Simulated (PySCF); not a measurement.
# Worked example: oscillator strength and radiative lifetime

Ge(H)(F)2(OMe) (CH₄F₂GeO), SMILES C[O][GeH]([F])[F].

Geometry: B3LYP-D3(BJ)/def2-SVP. The structure was generated by enumeration, and PubChem lists no compound with its InChIKey, so it may never have been made. Other conformers were not sampled.

TDA-B3LYP/def2-SVPD run with PySCF 2.14.0 puts the first singlet state with f over 0.02 at 8.06 eV (vertical), with the transition dipole (0.667, 0.166, 0.000) in atomic units.

Task: Find the oscillator strength, the wavelength and the radiative lifetime that this transition would have in vacuum if emission retraced absorption.

Result: 
|μ|² = 0.4724 au, so |μ| = 1.75 D. ΔE = 8.06/27.211 = 0.2962 hartree. f = (2/3) ΔE |μ|² = 0.093 (the program prints 0.093).
λ = 1239.84/8.06 = 154 nm; ν = 65008 cm⁻¹.
Einstein's coefficient A = 0.6670 ν² f s⁻¹ (ν in cm⁻¹) = 2.6e8 s⁻¹, so τ = 1/A = 3.8 ns. This state is S4; the lower singlets have f = 0.004, 0.009, 0.007. The figure is the radiative limit of this one transition; relaxation, internal conversion, crossing to triplets and a medium change what is measured.
